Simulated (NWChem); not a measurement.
Everything below was run with NWChem. System: H₂O₂Zn, charge 0, spin multiplicity 1, at a geometry optimised with PBE0/def2-SVP. The structure started from a generated list of species. Level: constrained PBE0/def2-SVP.

Input file:

```
start mol
memory heap 200 mb stack 900 mb global 1100 mb
geometry units angstroms nocenter noautoz noautosym
  Zn     0.000000     0.000000     0.006604
  O      0.213902     1.752246    -0.071074
  H     -0.404988     2.252772     0.469530
  O     -0.213902    -1.752246    -0.071074
  H      0.404988    -2.252772     0.469530
end
basis spherical
  * library def2-svp
end
dft
  xc pbe0
  semidirect memsize 60000000 filesize 0
  iterations 100
  convergence nolevelshifting
  cdft 1 1 charge 0.6 pop lowdin
end
task dft energy
```

Part of the output:

```
             Northwest Computational Chemistry Package (NWChem) 7.3.0
             --------------------------------------------------------

                                NWChem Input Module
                                -------------------

 Scaling coordinates for geometry "geometry" by  1.889725989
 (inverse scale =  0.529177249)

                             Geometry "geometry" -> ""
                             -------------------------

 Output coordinates in angstroms (scale by  1.889725989 to convert to a.u.)

  No.       Tag          Charge          X              Y              Z
 ---- ---------------- ---------- -------------- -------------- --------------
    1 Zn                  30.0000     0.00000000     0.00000000     0.00660400
    2 O                    8.0000     0.21390200     1.75224600    -0.07107400
    3 H                    1.0000    -0.40498800     2.25277200     0.46953000
    4 O                    8.0000    -0.21390200    -1.75224600    -0.07107400
    5 H                    1.0000     0.40498800    -2.25277200     0.46953000

 Effective nuclear repulsion energy (a.u.)     177.9494719559

            Nuclear Dipole moment (a.u.)
            ----------------------------
        X                 Y               Z
 ---------------- ---------------- ----------------
     0.0000000000    -0.0000000000    -0.0000075589


 Summary of "ao basis" -> "" (spherical)
 ------------------------------------------------------------------------------
       Tag                 Description            Shells   Functions and Types
 ---------------- ------------------------------  ------  ---------------------
 *                          def2-svp                  on all atoms

                                 NWChem DFT Module
                                 -----------------

 Summary of "ao basis" -> "ao basis" (spherical)
 ------------------------------------------------------------------------------
       Tag                 Description            Shells   Functions and Types
 ---------------- ------------------------------  ------  ---------------------
 Zn                         def2-svp                11       31   5s3p2d1f
 O                          def2-svp                 6       14   3s2p1d
 H                          def2-svp                 3        5   2s1p

 Summary of "ao basis" -> "ao basis" (spherical)
 ------------------------------------------------------------------------------
       Tag                 Description            Shells   Functions and Types
 ---------------- ------------------------------  ------  ---------------------
 Zn                         def2-svp                11       31   5s3p2d1f
 O                          def2-svp                 6       14   3s2p1d
 H                          def2-svp                 3        5   2s1p

            General Information
            -------------------
          SCF calculation type: DFT
          Wavefunction type:  closed shell.
          No. of atoms     :     5
          No. of electrons :    48
           Alpha electrons :    24
            Beta electrons :    24
          Charge           :     0
          Spin multiplicity:     1
          Use of symmetry is: off; symmetry adaption is: off
          Maximum number of iterations: 100
          AO basis - number of functions:    69
                     number of shells:    29
          Convergence on energy requested:  1.00D-06
          Convergence on density requested:  1.00D-05
          Convergence on gradient requested:  5.00D-04

              XC Information
              --------------
                         PBE0 Method XC Functional
                     Hartree-Fock (Exact) Exchange  0.250
          PerdewBurkeErnzerhof Exchange Functional  0.750
            Perdew 1991 LDA Correlation Functional  1.000 local
           PerdewBurkeErnz. Correlation Functional  1.000 non-local

             Grid Information
             ----------------
          Grid used for XC integration:  medium
          Radial quadrature: Mura-Knowles
          Angular quadrature: Lebedev.
          Tag              B.-S. Rad. Rad. Pts. Rad. Cut. Ang. Pts.
          ---              ---------- --------- --------- ---------
          Zn                  1.35      112           8.0       590
          O                   0.60       49          11.0       434
          H                   0.35       45          12.0       434
          Grid pruning is: on
          Number of quadrature shells:   300
          Spatial weights used:  Erf1

          Convergence Information
          -----------------------
          Convergence aids based upon iterative change in
          total energy or number of iterations.
          Levelshifting, if invoked, occurs when the
          HOMO/LUMO gap drops below (HL_TOL):  1.00D-02
          DIIS, if invoked, will attempt to extrapolate
          using up to (NFOCK): 10 stored Fock matrices.

                    Damping( 0%)  Levelshifting(0.0)       DIIS
                  --------------- ------------------- ---------------
          dE  on:    start             N/A                start
          dE off:    2 iters           N/A              100 iters

      Screening Tolerance Information
      -------------------------------
          Density screening/tol_rho:  1.00D-10
          AO Gaussian exp screening on grid/accAOfunc:  14
          CD Gaussian exp screening on grid/accCDfunc:  20
          XC Gaussian exp screening on grid/accXCfunc:  20
          Schwarz screening/accCoul:  1.00D-08

      Superposition of Atomic Density Guess
      -------------------------------------

 Sum of atomic energies:       -1927.94234568

      Non-variational initial energy
      ------------------------------

 Total energy =   -1928.335176
 1-e energy   =   -3045.638549
 2-e energy   =     939.353901
 HOMO         =      -0.462349
 LUMO         =      -0.082690

------------------------------------------------------------
EAF file 0: "./mol.aoints.0" size=524288 bytes
------------------------------------------------------------
               write      read    awrite     aread      wait
               -----      ----    ------     -----      ----
     calls:        1         0         0         0         0
   data(b): 5.24e+05  0.00e+00  0.00e+00  0.00e+00
   time(s): 0.00e+00  0.00e+00  0.00e+00  0.00e+00  0.00e+00
rate(mb/s): 0.00e+00  0.00e+00
------------------------------------------------------------

   convergence    iter        energy       DeltaE   RMS-Dens  Diis-err    time
 ---------------- ----- ----------------- --------- --------- ---------  ------
 d= 0,ls=0.0,diis     1  -1930.1542244832 -2.11D+03  2.00D-02  1.08D+00     2.0
 CDFT multipliers:
      1        0.0937650717
      iter =    6
 d= 0,ls=0.0,diis     2  -1930.1257495784  2.85D-02  9.25D-03  1.84D+00     2.3
 CDFT multipliers:
      1       -0.0326939393
      iter =    6
 d= 0,ls=0.0,diis     3  -1930.2735084909 -1.48D-01  1.37D-03  2.23D-02     2.6
 CDFT multipliers:
      1       -0.0521731532
      iter =    5
 d= 0,ls=0.0,diis     4  -1930.2752636311 -1.76D-03  2.56D-04  1.09D-03     3.2
 CDFT multipliers:
      1       -0.0538506728
      iter =    5
 d= 0,ls=0.0,diis     5  -1930.2753569335 -9.33D-05  6.14D-05  4.58D-05     3.7
 CDFT multipliers:
      1       -0.0537830393
      iter =    5
  Resetting Diis
 d= 0,ls=0.0,diis     6  -1930.2753585910 -1.66D-06  2.40D-05  2.80D-05     4.3
 CDFT multipliers:
      1       -0.0535468275
      iter =    2
 d= 0,ls=0.0,diis     7  -1930.2753601484 -1.56D-06  7.27D-06  2.64D-07     4.8
 CDFT multipliers:
      1        0.0001070209
      iter =    2
 d= 0,ls=0.0,diis     8  -1930.2753601681 -1.97D-08  1.09D-08  1.32D-02     5.3
 CDFT multipliers:
      1       -0.0534399386
      iter =    2
 d= 0,ls=0.0,diis     9  -1930.2753601728 -4.67D-09  3.48D-06  3.02D-07     5.7
  CDFT final multipliers
      1       -0.0534879460

         Total DFT energy =    -1930.275360193305
      One electron energy =    -3046.187542453473
           Coulomb energy =     1026.680590800918
    Exchange-Corr. energy =      -88.717880496648
 Nuclear repulsion energy =      177.949471955897

 Numeric. integr. density =       48.000006671599

     Total iterative time =      5.4s

                       DFT Final Molecular Orbital Analysis
                       ------------------------------------

 Vector   22  Occ=2.000000D+00  E=-3.256083D-01
              MO Center= -9.1D-09, -1.5D-07, -6.5D-02, r^2= 3.8D+00
   Bfn.  Coefficient  Atom+Function         Bfn.  Coefficient  Atom+Function
  ----- ------------  ---------------      ----- ------------  ---------------
    36      0.298695  2 O  py                55      0.298695  4 O  py
    35      0.287509  2 O  px                54      0.287509  4 O  px
    38      0.214276  2 O  px                57      0.214276  4 O  px
    39      0.211128  2 O  py                58      0.211128  4 O  py
    13     -0.193359  1 Zn py                12      0.129639  1 Zn px

 Vector   23  Occ=2.000000D+00  E=-3.027784D-01
              MO Center=  8.0D-08,  7.8D-07, -5.6D-02, r^2= 3.6D+00
   Bfn.  Coefficient  Atom+Function         Bfn.  Coefficient  Atom+Function
  ----- ------------  ---------------      ----- ------------  ---------------
    35      0.331760  2 O  px                54     -0.331760  4 O  px
    37      0.270209  2 O  pz                56      0.270209  4 O  pz
    38      0.256959  2 O  px                57     -0.256959  4 O  px
    40      0.210112  2 O  pz                59      0.210112  4 O  pz
    14      0.156836  1 Zn pz                15     -0.151599  1 Zn d -2

 Vector   24  Occ=2.000000D+00  E=-2.971248D-01
              MO Center= -9.6D-08, -9.0D-07, -8.4D-02, r^2= 3.6D+00
   Bfn.  Coefficient  Atom+Function         Bfn.  Coefficient  Atom+Function
  ----- ------------  ---------------      ----- ------------  ---------------
    37      0.381295  2 O  pz                56     -0.381295  4 O  pz
    40      0.300269  2 O  pz                59     -0.300269  4 O  pz
    35      0.184383  2 O  px                54      0.184384  4 O  px
    16     -0.175214  1 Zn d -1              38      0.144287  2 O  px
    57      0.144287  4 O  px                12      0.118357  1 Zn px

 Vector   25  Occ=0.000000D+00  E=-6.284824D-02
              MO Center=  7.7D-09,  2.1D-09,  8.2D-02, r^2= 5.3D+00
   Bfn.  Coefficient  Atom+Function         Bfn.  Coefficient  Atom+Function
  ----- ------------  ---------------      ----- ------------  ---------------
     5      1.032343  1 Zn s                 34     -0.311501  2 O  s
    53     -0.311501  4 O  s                 19     -0.206816  1 Zn d  2
    36      0.182852  2 O  py                55     -0.182852  4 O  py
    39      0.156042  2 O  py                58     -0.156042  4 O  py
     3     -0.154063  1 Zn s                 33     -0.125002  2 O  s

 Vector   26  Occ=0.000000D+00  E= 4.409683D-02
              MO Center= -8.7D-09,  5.3D-09,  2.7D-02, r^2= 2.5D+00
   Bfn.  Coefficient  Atom+Function         Bfn.  Coefficient  Atom+Function
  ----- ------------  ---------------      ----- ------------  ---------------
    12      1.029915  1 Zn px                 9     -0.267072  1 Zn px
    38     -0.182974  2 O  px                57     -0.182974  4 O  px
    35     -0.169823  2 O  px                54     -0.169823  4 O  px
    13     -0.134729  1 Zn py                47     -0.122095  3 H  s
    66      0.122095  5 H  s                  6      0.085219  1 Zn px

 Vector   27  Occ=0.000000D+00  E= 4.913892D-02
              MO Center= -2.4D-09,  3.9D-09, -7.4D-02, r^2= 2.5D+00
   Bfn.  Coefficient  Atom+Function         Bfn.  Coefficient  Atom+Function
  ----- ------------  ---------------      ----- ------------  ---------------
    14      1.050065  1 Zn pz                11     -0.270406  1 Zn pz
     5     -0.214770  1 Zn s                 40     -0.173532  2 O  pz
    59     -0.173532  4 O  pz                37     -0.166224  2 O  pz
    56     -0.166224  4 O  pz                 4      0.143158  1 Zn s
     8      0.086253  1 Zn pz                46     -0.075312  3 H  s

     ---------------------------------------------
      Total Density - Mulliken Population Analysis
     ---------------------------------------------

    Atom       Charge   Shell Charges
 -----------   ------   -------------------------------------------------------
    1 Zn  30    29.43   2.00  2.00  2.00  0.84 -0.00  6.00  6.00  0.68  7.98  1.94  0.00
    2 O    8     8.48   1.99  1.07  0.70  2.82  1.90  0.01
    3 H    1     0.81   0.68  0.06  0.07
    4 O    8     8.48   1.99  1.07  0.70  2.82  1.90  0.01
    5 H    1     0.81   0.68  0.06  0.07

     -------------------------------------------
      Total Density - Lowdin Population Analysis
     -------------------------------------------

    Atom       Charge   Shell Charges
 -----------   ------   -------------------------------------------------------
    1 Zn  30    29.40   2.00  2.00  1.95  0.61  0.17  5.99  5.91  0.81  7.76  2.19  0.00
    2 O    8     8.37   1.97  0.90  0.66  2.67  2.15  0.01
    3 H    1     0.93   0.56  0.18  0.19
    4 O    8     8.37   1.97  0.90  0.66  2.67  2.15  0.01
    5 H    1     0.93   0.56  0.18  0.19

 center of mass
 --------------
 x =   0.00000000 y =  -0.00000000 z =  -0.01746364

 moments of inertia (a.u.)
 ------------------
         389.425392421588         -36.250232890650           0.000000000000
         -36.250232890650           8.551449135194           0.000000000000
           0.000000000000           0.000000000000         393.688791292320

     Multipole analysis of the density
     ---------------------------------

     L   x y z        total         alpha         beta         nuclear
     -   - - -        -----         -----         ----         -------
     0   0 0 0     -0.000000    -24.000000    -24.000000     48.000000

     1   1 0 0     -0.000000     -0.000000     -0.000000      0.000000
     1   0 1 0     -0.000000     -0.000000     -0.000000     -0.000000
     1   0 0 1      0.716345      0.358176      0.358176     -0.000008

     2   2 0 0    -17.493849    -10.639759    -10.639759      3.785670
     2   1 1 0     -4.466307     -9.682843     -9.682843     14.899379
     2   1 0 1      0.000000      0.000000      0.000000      0.000000
     2   0 2 0    -20.294797   -115.986282   -115.986282    211.677766
     2   0 1 1      0.000000      0.000000      0.000000      0.000000
     2   0 0 2    -17.274418     -9.571130     -9.571130      1.867843

 Task  times  cpu:        6.0s     wall:        6.0s

 Total times  cpu:        6.1s     wall:        6.1s
```
